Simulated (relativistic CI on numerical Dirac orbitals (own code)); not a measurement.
## Ti³⁺ in a cubic cluster: 3s photoemission with charge transfer

Computed with a charge-transfer multiplet model of a cubic metal-ligand cluster with up to 2 ligand holes, Slater and spin-orbit integrals from Dirac-Coulomb-Breit ions, Slater integrals scaled by 0.8. The parameters are those of a tetrahedral site (10Dq negative, t2 hopping the larger). The ground state mixes d1 with configurations of k ligand holes L, whose averages lie at kΔ + k(k − 1)U_dd/2; a core hole lowers each added d electron by U_cd. 300 K, Lorentzian 1.4 eV and Gaussian 0.8 eV FWHM.

Atomic integrals in eV (Slater integrals scaled, ζ unscaled), ground: F2dd 6.578, F4dd 4.090, zeta_d 0.017; with the core hole: F2dd 6.578, F4dd 4.090, zeta_d 0.022, G2cd 8.461. Where a configuration has fewer than two d electrons, the dd integrals are those of d2.

Cluster parameters (eV): Δ = 6, U_dd = 4.1, U_cd = 5.3, 10Dq = -0.15, 10Dq(ligand) = 0, final-state hopping factor = 1.

```tsv
Case	n_d	d1	d2L	d3L2	S
V(eg) = 0.52 eV, V(t2g) = -0.89 eV	1.13	0.87	0.13	0.00	0.50
V(eg) = 0.82 eV, V(t2g) = -1.4 eV	1.27	0.75	0.23	0.02	0.50
V(eg) = 1.12 eV, V(t2g) = -1.91 eV	1.40	0.64	0.32	0.04	0.50
V(eg) = 1.72 eV, V(t2g) = -2.94 eV	1.59	0.50	0.42	0.08	0.50
```

Weights, n_d and S are thermal averages at 300 K. Binding energies count from the first peak over 30 % of the highest in each spectrum, which can be another peak from case to case. The parameters are a model scan and need not match a compound or its usual spin state. Peaks in eV (height, largest 100):
- V(eg) = 0.52 eV, V(t2g) = -0.89 eV: 0.0 (100), 3.4 (78)
- V(eg) = 0.82 eV, V(t2g) = -1.4 eV: 0.0 (100), 3.4 (46), 6.5 (28), 10.1 (9)
- V(eg) = 1.12 eV, V(t2g) = -1.91 eV: 0.0 (100), 3.4 (39), 8.1 (15), 12.3 (6)
- V(eg) = 1.72 eV, V(t2g) = -2.94 eV: 0.0 (100), 3.3 (37), 7.8 (5), 13.6 (6)

For the case V(eg) = 0.82 eV, V(t2g) = -1.4 eV, Δ = 6 eV is larger than U_dd = 4.1 eV, the Mott-Hubbard side of the Zaanen-Sawatzky-Allen scheme. With the core hole the average of the configuration with one ligand hole lies at Δ − U_cd = 0.7 eV before mixing: the effective hopping of about 3.6 eV (from the holes of the mixed ground state) is comparable with this gap or larger, so the configurations mix strongly.

Without intra-shell correlation the exchange splitting of the 3s hole comes out too large.
